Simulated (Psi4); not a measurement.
C4H6 (SMILES C1[C@H]2C[C@@H]12), singlet, at a GFN2-xTB geometry, atoms displaced at random by about 0.02 Å a coordinate; B3LYP/STO-3G (Psi4).

The Psi4 input:
```
memory 2 GB

molecule {
0 1
  C    -0.03417843    1.09990180    0.29380436
  C     0.00126745   -1.08605962    0.34229678
  C     0.67261427    0.02003818   -0.33937352
  C    -0.73063350   -0.01411576   -0.37025561
  H    -0.02261696    1.21439145    1.40819127
  H    -0.01883003    2.11308940   -0.17797754
  H    -0.01546728   -1.10391173    1.39098330
  H     0.01043090   -2.09647580   -0.11497858
  H     1.48895079    0.00013588   -1.11339011
  H    -1.48431443   -0.01260299   -1.12452027
}

set basis sto-3g

optimize('b3lyp')
print_variables()
```

Write the output that Psi4 gives for this input, abridged.


```
gradient() will perform analytic gradient computation.

   => Loading Basis Set <=

    Name: STO-3G
    Role: ORBITAL
    Keyword: BASIS

         ---------------------------------------------------------
                                   SCF
               by Justin Turney, Rob Parrish, Andy Simmonett
                          and Daniel G. A. Smith
                              RKS Reference
         ---------------------------------------------------------

  ==> Geometry <==

    Molecular point group: c1
    Full point group: C1

    Geometry (in Angstrom), charge = 0, multiplicity = 1:

       Center              X                  Y                   Z               Mass
    ------------   -----------------  -----------------  -----------------  -----------------
         C           -0.013208939952     1.093376022643     0.305126521353    12.000000000000
         C            0.022236940048    -1.092585397357     0.353618941353    12.000000000000
         C            0.693583760048     0.013512402643    -0.328051358647    12.000000000000
         C           -0.709664009952    -0.020641537357    -0.358933448647    12.000000000000
         H           -0.001647469952     1.207865672643     1.419513431353     1.007825032230
         H            0.002139460048     2.106563622643    -0.166655378647     1.007825032230
         H            0.005502210048    -1.110437507357     1.402305461353     1.007825032230
         H            0.031400390048    -2.103001577357    -0.103656418647     1.007825032230
         H            1.509920280048    -0.006389897357    -1.102067948647     1.007825032230
         H           -1.463344939952    -0.019128767357    -1.113198108647     1.007825032230

  Running in c1 symmetry.

  Rotational constants: A =      0.59677  B =      0.32247  C =      0.29764 [cm^-1]
  Rotational constants: A =  17890.82115  B =   9667.32222  C =   8922.93488 [MHz]
  Nuclear repulsion =  118.683086514751110

  Charge       = 0
  Multiplicity = 1
  Electrons    = 30
  Nalpha       = 15
  Nbeta        = 15

  ==> Algorithm <==

  SCF Algorithm Type is DF.
  DIIS enabled.
  MOM disabled.
  Fractional occupation disabled.
  Guess Type is SAD.
  Energy threshold   = 1.00e-08
  Density threshold  = 1.00e-08
  Integral threshold = 1.00e-12

  ==> Primary Basis <==

  Basis Set: STO-3G
    Blend: STO-3G
    Number of shells: 18
    Number of basis functions: 26
    Number of Cartesian functions: 26
    Spherical Harmonics?: true
[...]
  @DF-RKS Final Energy:  -154.02540432588378
    Total Energy =                       -154.0254043258837839
  @DF-RKS Final Energy:  -154.04677123915269
    Total Energy =                       -154.0467712391526902
  @DF-RKS Final Energy:  -154.04782254597473
    Total Energy =                       -154.0478225459747250
  @DF-RKS Final Energy:  -154.04793249982282
    Total Energy =                       -154.0479324998228208
  @DF-RKS Final Energy:  -154.04796017909899
    Total Energy =                       -154.0479601790989932
  @DF-RKS Final Energy:  -154.04796826508246
    Total Energy =                       -154.0479682650824600
  @DF-RKS Final Energy:  -154.04796873644941
    Total Energy =                       -154.0479687364494055
[...]

	Measures of convergence in internal coordinates in au.

	Criteria marked as inactive (o), active & met (*), and active & unmet ( ).

	----------------------------------------------------------------------------------------------
	   Step    Total Energy     Delta E     Max Force     RMS Force      Max Disp      RMS Disp
	----------------------------------------------------------------------------------------------
	  Convergence Criteria     1.00e-06 *    3.00e-04 *             o    1.20e-03 *             o
	----------------------------------------------------------------------------------------------
	     7    -154.04796874   -4.71e-07 *    5.16e-05 *    1.24e-05 o    9.12e-04 *    2.96e-04 o  ~
	----------------------------------------------------------------------------------------------

Next Geometry in Ang
	Fragment 1 (Ang)

	    C  -0.0111693211   1.1442307322   0.3166822013
	    C   0.0066296027  -1.1336740607   0.3529357284
	    C   0.7562243232   0.0004347290  -0.3396660137
	    C  -0.7515025397  -0.0114349750  -0.3497783915
	    H  -0.0193230284   1.2416718274   1.4137812176
	    H  -0.0151047888   2.1034695913  -0.2187123329
	    H  -0.0002197164  -1.1963228690   1.4525694587
	    H   0.0176629814  -2.1093705486  -0.1517382488
	    H   1.5207818539  -0.0058167459  -1.1201485298
	    H  -1.5052788136  -0.0300911405  -1.1404828687

    Final optimized geometry and variables:
    Molecular point group: c1
    Full point group: C1

    Geometry (in Angstrom), charge = 0, multiplicity = 1:

    C           -0.011163923410     1.144331407949     0.316697082962
    C            0.006612559430    -1.133645180506     0.352976642941
    C            0.756117971060     0.000427864638    -0.339698620303
    C           -0.751447466407    -0.011398000470    -0.349728072007
    H           -0.019288413342     1.242005354513     1.413752428849
    H           -0.015117211400     2.103385887743    -0.219003265316
    H           -0.000199312620    -1.196852533768     1.452603958636
    H            0.017609581756    -2.109202205732    -0.151979265483
    H            1.520974455623    -0.005785069782    -1.119895743379
    H           -1.505397687596    -0.030170984440    -1.140282926345

  Variable Map:
  ----------------------------------------------------------------------------
[...]
  Array Variable Map:
  ----------------------------------------------------------------------------
[...]
Optimizer: Optimization complete!
```
